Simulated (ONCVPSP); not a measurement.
## An all-electron radial function and its pseudo partner (Si)

Columns: radius, all-electron u(r) and pseudo u(r) of the 3p shell (level -11.75 eV) of silicon in the configuration [Ne] 3s2 3p1; LDA (Perdew-Wang 92), scalar-relativistic, ONCV scheme, ONCVPSP 4.0.1.

```csv
r (bohr),all-electron,pseudo
0.105,-0.1258,0.0049
0.210,-0.2581,0.0194
0.315,-0.3004,0.0433
0.420,-0.2676,0.0760
0.525,-0.1889,0.1166
0.630,-0.0870,0.1636
0.735,0.0231,0.2155
0.840,0.1319,0.2706
0.945,0.2339,0.3272
1.050,0.3260,0.3837
1.155,0.4068,0.4387
1.260,0.4758,0.4907
1.365,0.5333,0.5383
1.470,0.5797,0.5802
1.575,0.6159,0.6149
1.680,0.6427,0.6418
1.785,0.6610,0.6606
1.890,0.6718,0.6717
1.995,0.6759,0.6759
2.100,0.6744,0.6744
2.205,0.6680,0.6680
2.310,0.6574,0.6574
2.415,0.6435,0.6435
2.520,0.6268,0.6268
2.625,0.6078,0.6078
2.730,0.5871,0.5871
```

How many radial nodes do the two functions have?

The all-electron 3p function has n − l − 1 = 1; the pseudo-wave has 0, since the states of the same l below it are removed with the core.

At about which radius was the pseudo-wave matched?

2.10 bohr. The columns agree to 0.0005 from 1.78 bohr on; several derivatives are matched, so the curves merge somewhat inside the radius.

Where does each function peak?

Outermost all-electron maximum near 2.00 bohr, pseudo maximum near 2.00 bohr (to the table’s step).

Is the pseudo-wave norm-conserving?

Yes: the ONCV scheme keeps the norm inside the radius equal to the all-electron one, which fixes the energy derivative of the logarithmic derivative at the level.
